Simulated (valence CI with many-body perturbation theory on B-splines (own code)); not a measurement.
## E1 transitions of Yb⁶³⁺

Level of theory: valence CI with perturbative core correlation (CI+MBPT): five valence electrons over a frozen Dirac-Fock core [He], a basis of 11 s, 11 p, 10 d, 8 f, 5 g, 2 h functions for each j, with the one-electron correlation potential Σ1, the two-electron term Σ2, the three-electron term Σ3, Breit, model QED; selected CI, second order for the rest, scaled by the run's own slope (own B-spline code, finite nucleus).

The last digits are not significant, and no measured levels were compared; by estimate large intervals hold to a few tenths of a per cent, small ones and those within an open d or f shell to about a per cent. Among the levels kept, up to 7400 cm⁻¹ of a level comes from second order outside the variational space, and about a tenth of that is noise between levels of different J, which matters for small intervals.

Lines 51 to 100 of 600 in falling wavelength, among levels below 11216 eV, chosen from the strongest by gf and those to the six lowest levels. Wavelengths and rates use the calculated energies. Electric multipoles are in the length gauge, E1 and E2 with the static RPA response of the core. Weak lines are less certain than strong ones. Lines between different terms over intervals too small for the method are left out, as are lines whose strength nearly cancels. The highest levels of a list are the least certain.

Levels are named by their leading jj configuration (3d3/2^4 stands for four electrons in 3d with j = 3/2), which in mixed levels can hold well under half, so a name can repeat and another be missing. Letters in brackets count levels of one name in rising energy.

| λ vac (nm) | Upper | Lower | A (s⁻¹) | log gf | Branch % |
| --- | --- | --- | --- | --- | --- |
| 5.761 | (2s^2 2p3/2^2 3d5/2) J=5/2 [a] | (2s^2 2p3/2^2 3p3/2) J=5/2 | 2.83e+10 | -1.07 | 0.0 |
| 4.790 | (2s 2p1/2 2p3/2^2 3p3/2) J=9/2 | (2s^2 2p3/2^2 3p3/2) J=7/2 | 4.72e+10 | -0.79 | 1.3 |
| 4.429 | (2s 2p1/2^2 2p3/2 3p3/2) J=7/2 | (2s^2 2p1/2 2p3/2 3p3/2) J=5/2 [a] | 5.98e+10 | -0.85 | 0.8 |
| 4.207 | (2s 2p1/2^2 2p3/2^2) J=5/2 | (2s^2 2p1/2 2p3/2^2) J=5/2 | 1.73e+10 | -1.56 | 1.0 |
| 4.055 | (2p1/2^2 2p3/2^2 3p3/2) J=7/2 | (2s 2p1/2 2p3/2^2 3p3/2) J=5/2 [c] | 1.02e+11 | -0.69 | 0.0 |
| 3.904 | (2s 2p1/2^2 2p3/2^2) J=5/2 | (2s^2 2p1/2 2p3/2^2) J=3/2 | 2.81e+10 | -1.41 | 1.6 |
| 3.593 | (2s 2p1/2^2 2p3/2^2) J=1/2 | (2s^2 2p1/2 2p3/2^2) J=1/2 | 6.28e+10 | -1.61 | 1.0 |
| 3.536 | (2p1/2^2 2p3/2^2 3p3/2) J=5/2 | (2s 2p1/2 2p3/2^2 3p3/2) J=5/2 [b] | 7.89e+10 | -1.05 | 0.0 |
| 3.445 | (2p1/2^2 2p3/2^2 3p3/2) J=5/2 | (2s 2p1/2 2p3/2^2 3p3/2) J=3/2 [b] | 1.11e+11 | -0.93 | 0.0 |
| 3.434 | (2p1/2^2 2p3/2^2 3p3/2) J=1/2 | (2s 2p1/2 2p3/2^2 3p3/2) J=3/2 [b] | 4.05e+11 | -0.84 | 0.1 |
| 3.218 | (2s 2p1/2 2p3/2^2 3p3/2) J=5/2 [a] | (2s 2p1/2 2p3/2^2 3s) J=3/2 [a] | 1.71e+11 | -0.80 | 0.0 |
| 3.189 | (2p1/2^2 2p3/2^2 3p3/2) J=5/2 | (2s 2p1/2 2p3/2^2 3p3/2) J=7/2 [b] | 1.01e+11 | -1.04 | 0.0 |
| 3.175 | (2p1/2^2 2p3/2^2 3p3/2) J=7/2 | (2s 2p1/2 2p3/2^2 3p3/2) J=9/2 | 1.02e+11 | -0.91 | 0.0 |
| 3.149 | (2s 2p1/2 2p3/2^2 3d3/2) J=7/2 [b] | (2s 2p1/2 2p3/2^2 3p1/2) J=5/2 [b] | 2.23e+11 | -0.58 | 0.0 |
| 3.144 | (2s 2p1/2^2 2p3/2^2) J=3/2 | (2s^2 2p1/2 2p3/2^2) J=5/2 | 7.18e+10 | -1.37 | 0.6 |
| 3.137 | (2s 2p1/2 2p3/2^2 3d3/2) J=5/2 [e] | (2s 2p1/2 2p3/2^2 3p1/2) J=3/2 [d] | 3.18e+11 | -0.55 | 0.0 |
| 3.137 | (2s^2 2p1/2 2p3/2 3d3/2) J=5/2 [b] | (2s^2 2p1/2 2p3/2 3p1/2) J=3/2 [b] | 2.94e+11 | -0.58 | 0.0 |
| 3.134 | (2s 2p1/2 2p3/2^2 3p3/2) J=7/2 [b] | (2s 2p1/2 2p3/2^2 3s) J=5/2 [b] | 2.91e+11 | -0.47 | 0.2 |
| 3.100 | (2s 2p1/2 2p3/2^2 3d3/2) J=5/2 [b] | (2s 2p1/2 2p3/2^2 3p1/2) J=5/2 [b] | 3.82e+11 | -0.48 | 0.0 |
| 3.098 | (2s 2p1/2 2p3/2^2 3d3/2) J=3/2 [f] | (2s 2p1/2 2p3/2^2 3p1/2) J=3/2 [d] | 2.98e+11 | -0.77 | 0.0 |
| 3.091 | (2s^2 2p1/2 2p3/2 3d3/2) J=3/2 [b] | (2s^2 2p1/2 2p3/2 3p1/2) J=3/2 [b] | 3.53e+11 | -0.69 | 0.0 |
| 3.089 | (2s 2p1/2 2p3/2^2 3p3/2) J=3/2 [e] | (2s 2p1/2 2p3/2^2 3s) J=1/2 [c] | 3.23e+11 | -0.73 | 0.1 |
| 3.089 | (2s 2p1/2 2p3/2^2 3p3/2) J=1/2 [a] | (2s 2p1/2 2p3/2^2 3s) J=3/2 [a] | 7.39e+11 | -0.67 | 0.2 |
| 3.084 | (2s^2 2p1/2 2p3/2 3p3/2) J=3/2 [a] | (2s^2 2p1/2 2p3/2 3s) J=3/2 [b] | 2.90e+11 | -0.78 | 8.8 |
| 3.071 | (2s 2p1/2^2 2p3/2 3p3/2) J=3/2 [a] | (2s 2p1/2^2 2p3/2 3s) J=3/2 [a] | 5.78e+11 | -0.49 | 0.2 |
| 3.061 | (2s 2p1/2 2p3/2^2 3d3/2) J=1/2 [c] | (2s 2p1/2 2p3/2^2 3p1/2) J=1/2 [c] | 3.91e+11 | -0.96 | 0.0 |
| 3.057 | (2s 2p1/2 2p3/2^2 3p3/2) J=5/2 [c] | (2s 2p1/2 2p3/2^2 3s) J=3/2 [d] | 1.56e+11 | -0.88 | 0.1 |
| 3.052 | (2p1/2^2 2p3/2^2 3p3/2) J=3/2 | (2s 2p1/2 2p3/2^2 3p3/2) J=3/2 [b] | 2.83e+11 | -0.80 | 0.1 |
| 3.048 | (2s 2p1/2^2 2p3/2 3d3/2) J=3/2 [b] | (2s 2p1/2^2 2p3/2 3p1/2) J=3/2 [b] | 1.77e+11 | -1.01 | 0.2 |
| 3.043 | (2s^2 2p3/2^2 3p3/2) J=5/2 | (2s^2 2p3/2^2 3s) J=3/2 | 3.89e+11 | -0.49 | 3.1 |
| 3.042 | (2s 2p1/2 2p3/2^2 3d3/2) J=5/2 [a] | (2s 2p1/2 2p3/2^2 3p1/2) J=5/2 [a] | 2.10e+11 | -0.76 | 0.0 |
| 3.042 | (2s 2p1/2 2p3/2^2 3p3/2) J=7/2 [c] | (2s 2p1/2 2p3/2^2 3s) J=5/2 [c] | 7.44e+11 | -0.08 | 0.3 |
| 3.039 | (2s 2p1/2 2p3/2^2 3d3/2) J=3/2 [b] | (2s 2p1/2 2p3/2^2 3p1/2) J=5/2 [b] | 5.84e+11 | -0.49 | 0.1 |
| 3.036 | (2s 2p1/2^2 2p3/2 3d3/2) J=3/2 [b] | (2s 2p1/2^2 2p3/2 3p1/2) J=1/2 | 2.41e+11 | -0.87 | 0.2 |
| 3.033 | (2s^2 2p3/2^2 3p3/2) J=1/2 | (2s^2 2p3/2^2 3s) J=3/2 | 8.24e+11 | -0.64 | 3.8 |
| 3.028 | (2s 2p1/2^2 2p3/2 3d3/2) J=5/2 [a] | (2s 2p1/2^2 2p3/2 3p1/2) J=5/2 | 2.97e+11 | -0.61 | 0.2 |
| 3.022 | (2s^2 2p1/2 2p3/2 3d3/2) J=1/2 [b] | (2s^2 2p1/2 2p3/2 3p1/2) J=3/2 [b] | 4.63e+11 | -0.90 | 0.0 |
| 3.021 | (2s 2p1/2^2 2p3/2 3d3/2) J=5/2 [a] | (2s 2p1/2^2 2p3/2 3p1/2) J=3/2 [a] | 2.56e+11 | -0.68 | 0.2 |
| 3.020 | (2s 2p1/2 2p3/2^2 3p3/2) J=1/2 [c] | (2s 2p1/2 2p3/2^2 3s) J=1/2 [c] | 6.64e+11 | -0.74 | 0.2 |
| 3.015 | (2s 2p1/2 2p3/2^2 3d3/2) J=3/2 [c] | (2s 2p1/2 2p3/2^2 3p1/2) J=1/2 [a] | 4.14e+11 | -0.65 | 0.2 |
| 3.013 | (2p1/2^2 2p3/2^2 3p3/2) J=7/2 | (2p1/2^2 2p3/2^2 3s) J=5/2 | 5.57e+11 | -0.22 | 0.2 |
| 3.012 | (2p1/2^2 2p3/2^2 3p3/2) J=5/2 | (2p1/2^2 2p3/2^2 3s) J=5/2 | 3.47e+11 | -0.55 | 0.1 |
| 3.004 | (2p1/2^2 2p3/2^2 3s) J=5/2 | (2s 2p1/2 2p3/2^2 3s) J=3/2 [a] | 1.23e+11 | -1.00 | 0.1 |
| 3.004 | (2s 2p1/2 2p3/2^2 3p3/2) J=5/2 [a] | (2s 2p1/2 2p3/2^2 3s) J=5/2 [a] | 2.01e+11 | -0.79 | 0.0 |
| 3.002 | (2s 2p1/2 2p3/2^2 3d3/2) J=7/2 [c] | (2s 2p1/2 2p3/2^2 3p1/2) J=5/2 [c] | 5.05e+11 | -0.26 | 0.8 |
| 3.000 | (2s 2p1/2^2 2p3/2 3p3/2) J=5/2 [b] | (2s 2p1/2^2 2p3/2 3s) J=3/2 [b] | 7.12e+11 | -0.24 | 0.4 |
| 2.995 | (2s 2p1/2 2p3/2^2 3p3/2) J=5/2 [c] | (2s 2p1/2 2p3/2^2 3s) J=3/2 [b] | 6.38e+11 | -0.29 | 0.2 |
| 2.994 | (2s^2 2p1/2 2p3/2 3d3/2) J=3/2 [a] | (2s^2 2p1/2 2p3/2 3p1/2) J=3/2 [a] | 2.29e+11 | -0.91 | 0.1 |
| 2.993 | (2s^2 2p3/2^2 3d3/2) J=5/2 | (2s^2 2p3/2^2 3p1/2) J=5/2 | 3.11e+11 | -0.60 | 0.0 |
| 2.992 | (2s 2p1/2 2p3/2^2 3p3/2) J=5/2 [d] | (2s 2p1/2 2p3/2^2 3s) J=5/2 [c] | 1.57e+11 | -0.90 | 0.3 |

(1) How does gf follow from A for the line at 3.043 nm?

Results:

(1) gf = 1.4992 × (2J+1)_upper × A / σ², with σ = 3286564 cm⁻¹ and 2J+1 = 6: gf = 0.324.
